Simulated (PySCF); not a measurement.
Computed IR spectrum (relative IR intensity) of a molecule C₃H₅BN₂O. The structure is a stationary point at PBE0-D3(BJ)/def2-SVP. One conformer was computed; it need not be the lowest. All values below come from PBE0-D3(BJ)/def2-SVP (PySCF 2.14.0). Frequencies are harmonic and unscaled.

| ν (cm⁻¹) | relative intensity |
|---|---|
| 229 | 3.0 |
| 371 | 7.1 |
| 566 | 41 |
| 656 | 5.2 |
| 679 | 32 |
| 738 | 2.8 |
| 872 | 2.4 |
| 956 | 12 |
| 977 | 36 |
| 1011 | 18 |
| 1227 | 100 |
| 1323 | 72 |
| 1378 | 28 |
| 1404 | 8.6 |
| 1426 | 5.0 |
| 1476 | 81 |
| 1737 | 2.2 |
| 2341 | 19 |
| 3061 | 21 |
| 3178 | 3.3 |
| 3880 | 40 |

Task: Which molecule gave these data?
(A) CB(O)/C=N\C#N
(B) CC1=NC=NB1O
(C) OB1CN=CC=N1
(D) C=C1N=CB(N)O1

Result: A, CB(O)/C=N\C#N
